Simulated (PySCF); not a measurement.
(E)-2-chloro-1-fluoroprop-1-ene (C3H4ClF), SMILES C/C(Cl)=C\F. Atoms are numbered in the order given.

```xyz
9

C     -1.6316    -0.1900     0.0000
C     -0.1596     0.0180     0.0000
Cl     0.3904     1.6645     0.0000
C      0.7621    -0.9471     0.0000
F      0.4151    -2.2322     0.0000
H     -2.0889     0.2736     0.8881
H     -1.8602    -1.2639     0.0000
H     -2.0889     0.2736    -0.8881
H      1.8406    -0.7750     0.0000
```

Geometry optimised at PBE0-D3(BJ)/def2-SVP.

Method: TDDFT-PBE/def2-SVPD in PySCF.

Vertical excitations. Gas-phase values at a fixed geometry. State labels are in the subgroup Cs.

### Question
Give excitation energies, oscillator strengths and character. (An estimate is asked for; the answer gives what the named calculation found.)

### Answer

```json
[
 {"state": "S1", "symmetry": "A\"", "energy (eV)": "5.58", "λ (nm)": "222", "f": "0.000", "main pairs": "HOMO→LUMO+1 99 %"},
 {"state": "S2", "symmetry": "A\"", "energy (eV)": "6.10", "λ (nm)": "203", "f": "0.004", "main pairs": "HOMO→LUMO+2 99 %"},
 {"state": "S3", "symmetry": "A'", "energy (eV)": "6.25", "λ (nm)": "198", "f": "0.213", "main pairs": "HOMO→LUMO 87 %"},
 {"state": "S4", "symmetry": "A\"", "energy (eV)": "6.69", "λ (nm)": "185", "f": "0.000", "main pairs": "HOMO−1→LUMO 99 %"},
 {"state": "S5", "symmetry": "A\"", "energy (eV)": "6.94", "λ (nm)": "179", "f": "0.003", "main pairs": "HOMO→LUMO+3 99 %"},
 {"state": "S6", "symmetry": "A\"", "energy (eV)": "7.15", "λ (nm)": "173", "f": "0.010", "main pairs": "HOMO→LUMO+4 99 %"},
 {"state": "S7", "symmetry": "A'", "energy (eV)": "7.39", "λ (nm)": "168", "f": "0.001", "main pairs": "HOMO−1→LUMO+1 95 %"},
 {"state": "S8", "symmetry": "A'", "energy (eV)": "7.76", "λ (nm)": "160", "f": "0.004", "main pairs": "HOMO→LUMO+5 72 %, HOMO−2→LUMO 20 %"},
 {"state": "S9", "symmetry": "A\"", "energy (eV)": "7.82", "λ (nm)": "159", "f": "0.000", "main pairs": "HOMO→LUMO+6 98 %"},
 {"state": "S10", "symmetry": "A'", "energy (eV)": "7.88", "λ (nm)": "157", "f": "0.038", "main pairs": "HOMO−1→LUMO+2 88 %"},
 {"state": "T1", "symmetry": "A'", "energy (eV)": "4.09", "λ (nm)": "303", "f": "0", "main pairs": "HOMO→LUMO 98 %"},
 {"state": "T2", "symmetry": "A\"", "energy (eV)": "5.14", "λ (nm)": "241", "f": "0", "main pairs": "HOMO→LUMO+1 99 %"},
 {"state": "T3", "symmetry": "A\"", "energy (eV)": "5.99", "λ (nm)": "207", "f": "0", "main pairs": "HOMO→LUMO+2 99 %"},
 {"state": "T4", "symmetry": "A\"", "energy (eV)": "6.58", "λ (nm)": "188", "f": "0", "main pairs": "HOMO−1→LUMO 99 %"}
]
```
Triplets are in the Tamm–Dancoff approximation, which puts them higher than full response would, so one can lie above its singlet here.
